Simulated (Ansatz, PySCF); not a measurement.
Gas-phase reaction in SMILES: FC(F)CC(F)(F)F [1,1,1,3,3-pentafluoropropane] → F[C](F)CC(F)F + F atom (the C-F bond at the site shown breaks; other sites are not compared here)
Each molecule is optimised on its own at B3LYP-D3(BJ)/def2-TZVP (Ansatz, a quantum-chemistry and plane-wave program), one conformer each, not searched for the lowest. Frequencies are from Ansatz or PySCF.
Geometry of the first species:
```
C
H 1 1.0898
H 1 1.0898 2 108.80
C 1 1.5127 2 107.43 3 117.73
F 4 1.3419 1 112.84 2 -175.55
F 4 1.3469 5 107.48 1 -121.97
F 4 1.3520 5 107.28 6 -115.07
C 1 1.5154 2 108.48 3 -118.67
F 8 1.3626 1 110.69 2 168.87
F 8 1.3672 9 107.36 1 118.12
H 8 1.0911 9 108.09 10 116.37
```

Property: bond dissociation energy (0 K, with B3LYP-D3(BJ) harmonic zero-point energies), in kcal/mol. Cores are frozen in the correlated levels unless marked. Open shells are spin-unrestricted. Spin-orbit coupling is left out. Non-relativistic. CBS marks a two-point X^-3 extrapolation of the correlation energy; Hartree-Fock from the larger set.

```tsv
level	program	bond dissociation energy (kcal/mol)
HF/6-31G	Ansatz	63.7
HF/cc-pVTZ	Ansatz	82.1
HF/cc-pVQZ	Ansatz	81.6
PBE/def2-TZVPD	Ansatz	124.5
```

Problem. Predict the CCSD(T)/CBS(cc-pVTZ,cc-pVQZ) result (Ansatz).

Solution. 126.1 kcal/mol, so PBE/def2-TZVPD differs from it by -1.6 kcal/mol.
